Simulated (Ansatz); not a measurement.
`N[SiH](S)Cl` + HCl → `N[SiH](Cl)Cl` + H₂S at 298.15 K and 1 bar (ligand exchange at the Si–S bond).

Gas-phase electronic energies from Ansatz, PBE0-D4/def2-TZVP geometries. CBS: MP2 limit from def2 TZ/QZ plus the TZ coupled-cluster correction, frozen cores. This one scheme is used for every species. Each species was taken in one conformer, which may not be the lowest.

| species | CCSD(T)/CBS energy (Eh) | H − E (kJ/mol) | S (J/(mol·K)) |
| --- | --- | --- | --- |
| `N[SiH](S)Cl` | -1203.86139 | 142.8 | 335.7 |
| HCl | -460.38127 | 26.6 | 186.8 |
| `N[SiH](Cl)Cl` | -1265.28357 | 119.2 | 329.0 |
| H₂S | -398.97279 | 49.9 | 205.7 |

H − E and S are ideal-gas, rigid-rotor, harmonic terms from PBE0-D4/def2-TZVP, for one conformer and one mirror image of each species. 1 Eh = 2625.50 kJ/mol, R = 8.31446 J/(mol·K).

By hand: ΔE, ΔH, ΔS and ΔG.

ΔE = (-1265.28357) + (-398.97279) − (-1203.86139) − (-460.38127) = -0.01370 Eh = -36.0 kJ/mol. Δ(H − E) = 119.2 + 49.9 − 142.8 − 26.6 = -0.3, so ΔH = -36.3 kJ/mol. ΔS = 329.0 + 205.7 − 335.7 − 186.8 = 12.2 J/(mol·K). ΔG = -36.3 − 298.15 × (12.2)/1000 = -39.9 kJ/mol.

By hand: the equilibrium constant, and the temperature at which ΔG would vanish if ΔH and ΔS stayed fixed.

log₁₀ K = −ΔG/(RT ln 10) = 7.0. ΔH and −TΔS have one sign here, so there is no such temperature.

The number of gas molecules stays the same, so ΔS is small and ΔH decides. A doubt of 5 kJ/mol in ΔE shifts log₁₀ K by 0.9 here. Other conformers and mirror images would add mixing entropy, several J/(mol·K) or more a flexible species. These are equilibria of isolated gas molecules and say nothing of rates. Largest T1 diagnostic: 0.010 (customary marks: 0.02 for closed shells, 0.045 for open ones).

ΔS is within the doubt of such terms, so its sign, and with it that verdict, could turn.
